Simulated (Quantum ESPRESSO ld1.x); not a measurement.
The run below uses ld1.x (Quantum ESPRESSO 7.5).

```
 &input
    atom='Au',
    iswitch=1,
    rel=2,
    dft='RXC-VWN',
    config='[Kr] 4d10 4f14 5s2 5p5 5d10 6s1 6p0 7s0 5f0 6d0',
    rel_dist='average',
    verbosity='high',
    lsmall=.true.,
    prefix='ld1',
    max_out_wfc=37,
    file_charge='ld1.rho',
 /
```

Command: `OMP_NUM_THREADS=1 ld1.x < ld1.in > ld1.out`

It prints (banner and zero overlaps left out):

```
     Program LD1 v.7.5 starts

     --------------------------- All-electron run ----------------------------

     dirac relativistic calculation

     atomic number is 79.00
     dft =RXC-VWN   lsd =0 sic =0 latt =0  beta=0.20 tr2=1.0E-14
     Exchange-correlation= RXC-VWN
                           (   3   2   0   0   0   0   0)
     mesh =2123 r(mesh) = 100.13829 a.u. xmin = -8.00 dx = 0.00800
     1 Ry =  13.60569312 eV, c = 137.03599908

     n l j   nl                  e(Ry)          e(Ha)          e(eV)
     Spin orbit split results
     1 0 0.5 1S 1( 2.00)   -5886.729822634   -2943.364911317 -80093.0394647
     2 0 0.5 2S 1( 2.00)   -1039.947455392    -519.973727696 -14149.2059421
     2 1 0.5 2P 1( 2.00)    -997.946794491    -498.973397245 -13577.7578389
     2 1 1.5 2P 1( 4.00)    -864.827832837    -432.413916418 -11766.5820978
     3 0 0.5 3S 1( 2.00)    -246.378285982    -123.189142991  -3352.1473512
     3 1 0.5 3P 1( 2.00)    -227.385223178    -113.692611589  -3093.7335673
     3 1 1.5 3P 1( 4.00)    -197.978821794     -98.989410897  -2693.6390942
     4 0 0.5 4S 1( 2.00)     -54.258115937     -27.129057969   -738.2192749
     4 1 0.5 4P 1( 2.00)     -46.138910257     -23.069455129   -627.7518540
     4 1 1.5 4P 1( 4.00)     -39.064709466     -19.532354733   -531.5024489
     3 2 1.5 3D 1( 4.00)    -166.318159812     -83.159079906  -2262.8738432
     3 2 2.5 3D 1( 6.00)    -159.961251147     -79.980625574  -2176.3836947
     4 2 1.5 4D 1( 4.00)     -25.733881186     -12.866940593   -350.1272903
     4 2 2.5 4D 1( 6.00)     -24.409286528     -12.204643264   -332.1052618
     4 3 2.5 4F 1( 6.00)      -7.230386662      -3.615193331    -98.3744221
     4 3 3.5 4F 1( 8.00)      -6.949606093      -3.474803047    -94.5542078
     5 0 0.5 5S 1( 2.00)      -8.936555049      -4.468277525   -121.5880256
     5 1 0.5 5P 1( 1.67)      -6.271515292      -3.135757646    -85.3283125
     5 1 1.5 5P 1( 3.33)      -5.034437255      -2.517218627    -68.4970083
     5 2 1.5 5D 1( 4.00)      -1.463382700      -0.731691350    -19.9103359
     5 2 2.5 5D 1( 6.00)      -1.335734273      -0.667867137    -18.1735906
     6 0 0.5 6S 1( 1.00)      -1.091133331      -0.545566665    -14.8456253
     6 1 0.5 6P 1( 0.00)      -0.629180546      -0.314590273     -8.5604374
     6 1 1.5 6P 1( 0.00)      -0.538834828      -0.269417414     -7.3312213
     7 0 0.5 7S 1( 0.00)      -0.249731749      -0.124865875     -3.3977735
     5 3 2.5 5F 1( 0.00)      -0.065410591      -0.032705296     -0.8899564
     5 3 3.5 5F 1( 0.00)      -0.065409015      -0.032704507     -0.8899350
     6 2 1.5 6D 1( 0.00)      -0.161536062      -0.080768031     -2.1978101
     6 2 2.5 6D 1( 0.00)      -0.157456999      -0.078728500     -2.1423116
     Averaged results
     1 0     1S 1( 2.00)   -5886.729822634   -2943.364911317 -80093.0394647
     2 0     2S 1( 2.00)   -1039.947455392    -519.973727696 -14149.2059421
     2 1     2P 1( 6.00)    -909.200820055    -454.600410027 -12370.3073448
     3 0     3S 1( 2.00)    -246.378285982    -123.189142991  -3352.1473512
     3 1     3P 1( 6.00)    -207.780955589    -103.890477795  -2827.0039185
     4 0     4S 1( 2.00)     -54.258115937     -27.129057969   -738.2192749
     4 1     4P 1( 6.00)     -41.422776396     -20.711388198   -563.5855840
     3 2     3D 1(10.00)    -162.504014613     -81.252007307  -2210.9797541
     4 2     4D 1(10.00)     -24.939124391     -12.469562196   -339.3140732
     4 3     4F 1(14.00)      -7.069940623      -3.534970311    -96.1914425
     5 0     5S 1( 2.00)      -8.936555049      -4.468277525   -121.5880256
     5 1     5P 1( 5.00)      -5.446796601      -2.723398300    -74.1074431
     5 2     5D 1(10.00)      -1.386793644      -0.693396822    -18.8682887
     6 0     6S 1( 1.00)      -1.091133331      -0.545566665    -14.8456253
     6 1     6P 1( 0.00)      -0.568950068      -0.284475034     -7.7409600
     7 0     7S 1( 0.00)      -0.249731749      -0.124865875     -3.3977735
     5 3     5F 1( 0.00)      -0.065409690      -0.032704845     -0.8899442
     6 2     6D 1( 0.00)      -0.159088624      -0.079544312     -2.1645110

     final scf error:  8.6E-15 reached in  28 iterations

     Etot =  -37992.301022 Ry,  -18996.150511 Ha, -516911.588735 eV

     Ekin =   43488.321982 Ry,   21744.160991 Ha,  591688.763320 eV
     Encl =  -95574.724455 Ry,  -47787.362227 Ha,-1300360.371245 eV
     Eh   =   14723.751458 Ry,    7361.875729 Ha,  200326.843953 eV
     Exc  =    -629.650006 Ry,    -314.825003 Ha,   -8566.824763 eV

     normalization and overlap integrals

     s(1S/1S) =  1.000000  <r> =   0.0169  <r2> =    0.0004  r(max) =   0.0104
     LC norm =  0.91060801 + SC norm =  0.08939199 =  1.00000000
     s(2S/2S) =  1.000000  <r> =   0.0707  <r2> =    0.0060  r(max) =   0.0607
     LC norm =  0.97949879 + SC norm =  0.02050121 =  1.00000000
     s(2P/2P) =  1.000000  <r> =   0.0582  <r2> =    0.0042  r(max) =   0.0452
     LC norm =  0.97941882 + SC norm =  0.02058118 =  1.00000000
     s(2P/2P) =  1.000000  <r> =   0.0667  <r2> =    0.0054  r(max) =   0.0522
     LC norm =  0.98168991 + SC norm =  0.01831009 =  1.00000000
     s(3S/3S) =  1.000000  <r> =   0.1839  <r2> =    0.0388  r(max) =   0.1704
     LC norm =  0.99315145 + SC norm =  0.00684855 =  1.00000000
     s(3P/3P) =  1.000000  <r> =   0.1741  <r2> =    0.0354  r(max) =   0.1586
     LC norm =  0.99320185 + SC norm =  0.00679815 =  1.00000000
     s(3P/3P) =  1.000000  <r> =   0.1897  <r2> =    0.0418  r(max) =   0.1746
     LC norm =  0.99386386 + SC norm =  0.00613614 =  1.00000000
     s(4S/4S) =  1.000000  <r> =   0.4081  <r2> =    0.1883  r(max) =   0.3854
     LC norm =  0.99767392 + SC norm =  0.00232608 =  1.00000000
     s(4P/4P) =  1.000000  <r> =   0.4104  <r2> =    0.1919  r(max) =   0.3823
     LC norm =  0.99776624 + SC norm =  0.00223376 =  1.00000000
     s(4P/4P) =  1.000000  <r> =   0.4445  <r2> =    0.2247  r(max) =   0.4142
     LC norm =  0.99802537 + SC norm =  0.00197463 =  1.00000000
     s(3D/3D) =  1.000000  <r> =   0.1651  <r2> =    0.0320  r(max) =   0.1351
     LC norm =  0.99396590 + SC norm =  0.00603410 =  1.00000000
     s(3D/3D) =  1.000000  <r> =   0.1699  <r2> =    0.0337  r(max) =   0.1395
     LC norm =  0.99414548 + SC norm =  0.00585452 =  1.00000000
     s(4D/4D) =  1.000000  <r> =   0.4524  <r2> =    0.2368  r(max) =   0.4044
     LC norm =  0.99822010 + SC norm =  0.00177990 =  1.00000000
     s(4D/4D) =  1.000000  <r> =   0.4636  <r2> =    0.2485  r(max) =   0.4142
     LC norm =  0.99828746 + SC norm =  0.00171254 =  1.00000000
     s(4F/4F) =  1.000000  <r> =   0.4942  <r2> =    0.2958  r(max) =   0.3733
     LC norm =  0.99865606 + SC norm =  0.00134394 =  1.00000000
     s(4F/4F) =  1.000000  <r> =   0.5011  <r2> =    0.3042  r(max) =   0.3763
     LC norm =  0.99868362 + SC norm =  0.00131638 =  1.00000000
     s(5S/5S) =  1.000000  <r> =   0.9249  <r2> =    0.9601  r(max) =   0.8509
     LC norm =  0.99940569 + SC norm =  0.00059431 =  1.00000000
     s(5P/5P) =  1.000000  <r> =   0.9973  <r2> =    1.1244  r(max) =   0.8928
     LC norm =  0.99948894 + SC norm =  0.00051106 =  1.00000000
     s(5P/5P) =  1.000000  <r> =   1.0938  <r2> =    1.3539  r(max) =   0.9749
     LC norm =  0.99956785 + SC norm =  0.00043215 =  1.00000000
     s(5D/5D) =  1.000000  <r> =   1.4714  <r2> =    2.5503  r(max) =   1.1718
     LC norm =  0.99975600 + SC norm =  0.00024400 =  1.00000000
     s(5D/5D) =  1.000000  <r> =   1.5313  <r2> =    2.7692  r(max) =   1.2099
     LC norm =  0.99977380 + SC norm =  0.00022620 =  1.00000000
     s(6S/6S) =  1.000000  <r> =   2.5383  <r2> =    7.2830  r(max) =   2.1870
     LC norm =  0.99992066 + SC norm =  0.00007934 =  1.00000000
     s(6P/6P) =  1.000000  <r> =   3.1683  <r2> =   11.4526  r(max) =   2.6500
     LC norm =  0.99995150 + SC norm =  0.00004850 =  1.00000000
     s(6P/6P) =  1.000000  <r> =   3.5085  <r2> =   14.0183  r(max) =   2.9404
     LC norm =  0.99996056 + SC norm =  0.00003944 =  1.00000000
     s(7S/7S) =  1.000000  <r> =   6.6658  <r2> =   50.0794  r(max) =   5.9450
     LC norm =  0.99998602 + SC norm =  0.00001398 =  1.00000000
     s(5F/5F) =  1.000000  <r> =  16.2562  <r2> =  299.7363  r(max) =  14.4479
     LC norm =  0.99999888 + SC norm =  0.00000112 =  1.00000000
     s(5F/5F) =  1.000000  <r> =  16.2573  <r2> =  299.7695  r(max) =  14.4479
     LC norm =  0.99999888 + SC norm =  0.00000112 =  1.00000000
     s(6D/6D) =  1.000000  <r> =   6.8661  <r2> =   54.9074  r(max) =   5.5320
     LC norm =  0.99998912 + SC norm =  0.00001088 =  1.00000000
     s(6D/6D) =  1.000000  <r> =   7.0597  <r2> =   57.9908  r(max) =   5.6664
     LC norm =  0.99998940 + SC norm =  0.00001060 =  1.00000000

     LC charge = 77.49580823 + SC charge =  0.50419177 = 78.00000000

     ------------------------ End of All-electron run ------------------------
```

Run on one thread of a shared host, so times are rough (Intel(R) Xeon(R) Processor @ 2.60GHz): 0.67 s of CPU time, 1.8 s wall, 28 iterations on 2123 mesh points.
